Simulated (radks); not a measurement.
Task: Species: the gold ion Au+. Configuration: [Xe] 4f14 5d10 (the NIST ground configuration). Method: Dirac Kohn-Sham, LDA (Slater exchange, Perdew-Wang correlation), spin-unpolarised, spherical densities, point nucleus; speed of light set to 205.554 atomic units (1.5 times the physical value, a model run); computed with a radial shooting solver on a logarithmic mesh with Libxc functionals. Some entries of the table are withheld. Estimate them.

orbital,occ.,eigenvalue (hartree),<r> (bohr)
1s1/2,2,-2794.270,0.01821
2s1/2,2,(1),0.07638
2p1/2,2,-458.5987,0.06387
2p3/2,4,-432.4030,0.06747
3s1/2,2,-112.3695,0.1952
3p1/2,2,-103.6740,0.1855
3p3/2,4,-97.94549,0.1920
3d3/2,4,-82.40435,0.1674
3d5/2,6,-80.99728,0.1695
4s1/2,2,-24.18765,0.4313
4p1/2,2,-20.45429,(2)
4p3/2,4,-19.09249,(3)
4d3/2,4,-12.53051,0.4570
4d5/2,6,-12.23898,0.4620
5s1/2,2,-3.75013,(4)
4f5/2,6,-3.60368,0.4902
4f7/2,8,-3.53886,0.4933
5p1/2,2,-2.55268,1.069
5p3/2,4,-2.32172,1.112
5d3/2,4,-0.59943,(5)
5d5/2,6,-0.57332,(6)

Result: 
(1) 2s1/2 eigenvalue (hartree): -477.3418
(2) 4p1/2 <r> (bohr): 0.4346
(3) 4p3/2 <r> (bohr): 0.4489
(4) 5s1/2 <r> (bohr): 0.9843
(5) 5d3/2 <r> (bohr): 1.544
(6) 5d5/2 <r> (bohr): 1.574
